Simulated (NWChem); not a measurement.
BNH4Cl2 (SMILES [NH3+][BH-](Cl)Cl): name the method

The species is BNH4Cl2 (8 atoms), meant as a singlet with charge 0. SMILES: `[NH3+][BH-](Cl)Cl`. The coordinates come from a GFN2-xTB relaxation.

```xyz
8

N    -0.2785    0.8060    0.0102
B     0.1328   -0.7755    0.1331
Cl    1.9197   -0.7059    0.5034
Cl   -0.2373   -1.4265   -1.5334
H    -0.0640    1.2987    0.8758
H    -1.2638    0.9033   -0.2304
H     0.2882    1.1937   -0.7448
H    -0.4971   -1.2938    0.9862
```

Orbital energies are those of the mean-field step.

A calculation with NWChem 7.3.0 gave:

The total energy is -1001.0369 Eh and the dipole moment is 6.62 D. The HOMO energy is -11.15 eV. The LUMO energy is 4.28 eV, the HOMO–LUMO gap is 15.43 eV and the largest force is 0.544 eV/Å.

**Question.** Which of these levels gave the numbers?
A. B3LYP/6-31G* (spherical functions)
B. MP2/6-31G* (spherical functions)
C. B3LYP/6-31G* (Cartesian functions)
D. HF/STO-3G

**Answer.** B. The others give -989.7185 Eh (HF/STO-3G), -1002.5036 Eh (B3LYP/6-31G* (spherical functions)), -1002.5118 Eh (B3LYP/6-31G* (Cartesian functions)).
